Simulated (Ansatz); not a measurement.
Molecule: TaF3, charge 0, multiplicity 3. This is an excited triplet: at this geometry the singlet lies 0.33 eV lower at RI-MP2/CBS(def2-TZVPPD,def2-QZVPPD)+[CCSD(T)-MP2]/def2-SVPD. SMILES: [F][Ta]([F])[F]
Coordinates optimised at B3LYP-D3(BJ)/def2-TZVP (Ansatz, a first-principles code):
```xyz
4

Ta     0.0300    -0.0255     0.0389
F      1.7981    -0.2536    -0.5537
F     -1.0364    -0.3936     1.5410
F     -1.0048     0.8538    -1.3026
```
Charge 0, spin multiplicity 3.

Quantity: vertical singlet-triplet gap (E(singlet) - E(triplet); the singlet is one closed-shell determinant, which may describe it poorly; each state is the SCF solution reached for its spin; for the singlet the Hartree-Fock reference is unstable and T1 is 0.023), in eV. Valence correlation only, unless marked. Open shells are spin-unrestricted. Spin-orbit coupling is left out. The frozen core is the preceding noble-gas configuration, with the filled d and f shells of earlier blocks. Past Kr the def2 sets carry scalar-relativistic core potentials. CBS(X,Y): correlation extrapolated as X^-3; Hartree-Fock from the larger set. [CCSD(T)-MP2]/basis is that difference in the basis named.

```json
[
 {"level": "HF/def2-SVPD", "program": "Ansatz", "vertical singlet-triplet gap (eV)": "0.61"},
 {"level": "PBE0/def2-TZVPD", "program": "Ansatz", "vertical singlet-triplet gap (eV)": "0.00"},
 {"level": "BHLYP/def2-TZVPD", "program": "Ansatz", "vertical singlet-triplet gap (eV)": "-0.03"},
 {"level": "CAM-B3LYP/def2-TZVPD", "program": "Ansatz", "vertical singlet-triplet gap (eV)": "-0.16"},
 {"level": "RI-MP2/def2-TZVPPD", "program": "Ansatz", "vertical singlet-triplet gap (eV)": "-0.15"},
 {"level": "CCSD(T)/def2-SVPD", "program": "Ansatz", "vertical singlet-triplet gap (eV)": "-0.19"},
 {"level": "RI-MP2/CBS(def2-TZVPPD,def2-QZVPPD)+[CCSD(T)-MP2]/def2-SVPD", "program": "Ansatz", "vertical singlet-triplet gap (eV)": "-0.33"}
]
```
